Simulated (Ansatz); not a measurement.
`NC1(F)BN1`, charge 0, multiplicity 1.

Question: Give a relaxed structure at PBE0-D4/def2-TZVP (Ansatz). (Estimate.)

Answer: Computed: 
Z-matrix (Å, degrees):
```
C
F 1 1.404
B 1 1.547 2 118.3
N 1 1.406 2 111.5 3 162.5
N 1 1.419 2 112.0 3 -60.0
H 3 1.182 1 157.1 2 80.0
H 4 1.015 1 111.4 2 47.0
H 4 1.011 1 110.7 2 -73.4
H 5 1.006 1 136.1 2 -70.6
```
This is one stationary point; other conformers may exist.
